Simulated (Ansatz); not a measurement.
SnH2MeCl (CH5ClSn). Charge 0, multiplicity 1. Geometry r2SCAN-D4/def2-TZVP, basis def2-TZVP, Ansatz.

Cartesian coordinates in Å:
```
Sn 0.214 -0.128 -0.927
H 0.708 -1.695 -1.385
H 1.157 1.083 -1.669
C -0.003 0.121 1.179
H 0.956 -0.034 1.675
H -0.725 -0.605 1.552
H -0.362 1.128 1.388
Cl -1.945 0.130 -1.814
```

```
run  HOMO (eV)  LUMO (eV)
  A      -6.83      -1.28
  B      -7.31      -1.01
  C     -10.65       1.42
  D      -7.42      -1.08
  E      -8.30      -0.49
  F     -10.50       1.13
```

In the def2 sets Sn takes a core potential; there is no spin–orbit coupling.

**Question.** The runs used B97M-V, BLYP, PBE0, r2SCAN, ωB97M-V, ωB97X-V. Estimate which is which.

**Answer.** A BLYP (0 % exact exchange); B r2SCAN (0 % exact exchange); C ωB97X-V (range-separated); D B97M-V (0 % exact exchange); E PBE0 (25 % exact exchange); F ωB97M-V (range-separated). Exact exchange lowers occupied and raises empty levels; among semilocal functionals meta-GGAs tend to open the gap a little, and such runs are hard to tell apart. The gap grows from 5.55 eV (BLYP) to 12.08 eV (ωB97X-V).
